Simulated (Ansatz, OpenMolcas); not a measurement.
# How methods differ on CH5FGeO (SMILES [CH3][GeH]([OH])[F])

The species is CH5FGeO (9 atoms), meant as a singlet with charge 0. As SMILES, `[CH3][GeH]([OH])[F]`. The coordinates come from a PBE0-D4/def2-TZVP relaxation. This is one conformer, not always the lowest.

```xyz
9

C    -0.6690    0.9769   -0.5842
Ge    0.0883   -0.6437    0.1215
O     1.2700   -0.1707    1.3455
F     0.9744   -1.4386   -1.1538
H     0.1389    1.6249   -0.9246
H    -1.2379    1.4935    0.1897
H    -1.3271    0.7513   -1.4235
H    -0.8655   -1.7251    0.6568
H     1.7165   -0.9147    1.7555
```

Quantity: the HOMO–LUMO gap, in eV. The values are calculated.

```
          level                    kind     program  value (eV)
   BLYP/cc-pVDZ                     GGA  OpenMolcas        6.97
    PBE/cc-pVDZ                     GGA  OpenMolcas        7.10
  M06-L/cc-pVDZ                meta-GGA  OpenMolcas        8.07
   TPSS/cc-pVDZ                meta-GGA  OpenMolcas        7.45
 r2SCAN/cc-pVDZ                meta-GGA      Ansatz        8.06
   PBE0/cc-pVDZ           global hybrid  OpenMolcas        9.84
wB97M-V/cc-pVDZ  range-separated hybrid      Ansatz       14.01
 B2PLYP/cc-pVDZ           double hybrid      Ansatz       12.50
```

All-electron rows without a relativistic Hamiltonian named are non-relativistic. The values span 6.97 to 14.01 eV. Orbital gaps aren't excitation energies, and those of double hybrids come from the SCF part alone; they tend to grow with the share of exact exchange.
